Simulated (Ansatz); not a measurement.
Relaxation of CH₆AlFN₂Si (12 atoms, charge 0, multiplicity 1), to a largest force component of 0.015 eV/Å in at most 40 steps.

These are results of RKS B3LYP-D4/6-31G* in Ansatz 0.2.0, not measurements.

```xyz
12
Properties=species:S:1:pos:R:3:forces:R:3
N -0.114 -2.291 0.209 -0.56 -0.53 -0.97
C 0.398 -1.532 1.100 -0.14 -0.05 -0.10
Si -0.117 0.236 1.356 1.62 0.90 1.03
F -1.657 0.330 1.718 -1.61 -0.12 0.43
Al 0.378 1.484 -0.592 -0.33 0.65 -1.59
N -0.476 1.057 -2.226 0.76 -0.85 1.66
H -0.878 -1.862 -0.404 0.98 -0.15 1.13
H 1.216 -1.946 1.715 -0.19 -0.21 -0.19
H 0.692 0.803 2.535 -0.38 -0.34 -0.37
H 1.410 2.710 -0.490 -0.05 -0.19 -0.18
H 0.270 0.750 -2.862 -0.41 0.21 -0.33
H -1.044 0.205 -2.025 0.30 0.69 -0.52
```

Problem. Where does it end, and by what steps?

Solution. The run converged. The force dipped under the threshold on the way, but the program's further checks kept it going. After 39 steps the energy has fallen by 0.791 eV; H7 moved furthest, 1.57 Å.

```json
{"step": "0", "energy less start (eV)": "0.0000", "largest force component (eV/Å)": "1.661", "accepted": "yes"}
{"step": "2", "energy less start (eV)": "-0.4431", "largest force component (eV/Å)": "1.943", "accepted": "yes"}
{"step": "4", "energy less start (eV)": "-0.6000", "largest force component (eV/Å)": "0.680", "accepted": "yes"}
{"step": "6", "energy less start (eV)": "-0.6818", "largest force component (eV/Å)": "0.227", "accepted": "yes"}
{"step": "8", "energy less start (eV)": "-0.6977", "largest force component (eV/Å)": "0.317", "accepted": "yes"}
{"step": "10", "energy less start (eV)": "-0.7215", "largest force component (eV/Å)": "0.496", "accepted": "yes"}
{"step": "12", "energy less start (eV)": "-0.7539", "largest force component (eV/Å)": "0.366", "accepted": "yes"}
{"step": "14", "energy less start (eV)": "-0.7696", "largest force component (eV/Å)": "0.225", "accepted": "yes"}
{"step": "16", "energy less start (eV)": "-0.7744", "largest force component (eV/Å)": "0.058", "accepted": "yes"}
{"step": "18", "energy less start (eV)": "-0.7750", "largest force component (eV/Å)": "0.075", "accepted": "yes"}
{"step": "20", "energy less start (eV)": "-0.7757", "largest force component (eV/Å)": "0.009", "accepted": "yes"}
{"step": "22", "energy less start (eV)": "-0.7766", "largest force component (eV/Å)": "0.105", "accepted": "yes"}
{"step": "24", "energy less start (eV)": "-0.7792", "largest force component (eV/Å)": "0.096", "accepted": "yes"}
{"step": "26", "energy less start (eV)": "-0.7812", "largest force component (eV/Å)": "0.079", "accepted": "yes"}
{"step": "28", "energy less start (eV)": "-0.7823", "largest force component (eV/Å)": "0.304", "accepted": "no"}
{"step": "30", "energy less start (eV)": "-0.7856", "largest force component (eV/Å)": "0.078", "accepted": "yes"}
{"step": "32", "energy less start (eV)": "-0.7881", "largest force component (eV/Å)": "0.114", "accepted": "yes"}
{"step": "34", "energy less start (eV)": "-0.7897", "largest force component (eV/Å)": "0.089", "accepted": "yes"}
{"step": "36", "energy less start (eV)": "-0.7902", "largest force component (eV/Å)": "0.088", "accepted": "yes"}
{"step": "38", "energy less start (eV)": "-0.7905", "largest force component (eV/Å)": "0.031", "accepted": "yes"}
{"step": "39", "energy less start (eV)": "-0.7906", "largest force component (eV/Å)": "0.013", "accepted": "yes"}
```

```xyz
12
Properties=species:S:1:pos:R:3
N -0.013 -2.727 1.233
C 0.578 -1.598 1.357
Si -0.253 0.090 1.081
F -1.812 -0.310 0.792
Al 0.692 1.319 -0.830
N -0.349 1.511 -2.260
H -1.001 -2.581 0.982
H 1.644 -1.639 1.624
H -0.201 0.829 2.381
H 2.168 1.902 -0.878
H -0.073 1.971 -3.119
H -1.303 1.177 -2.329
```

Whether the end is a true minimum wasn't checked by a vibrational analysis.

Time of the run: 3.3 min on 2 threads of Arm Neoverse V1, with other jobs on the host, peak memory 0.26 GiB.
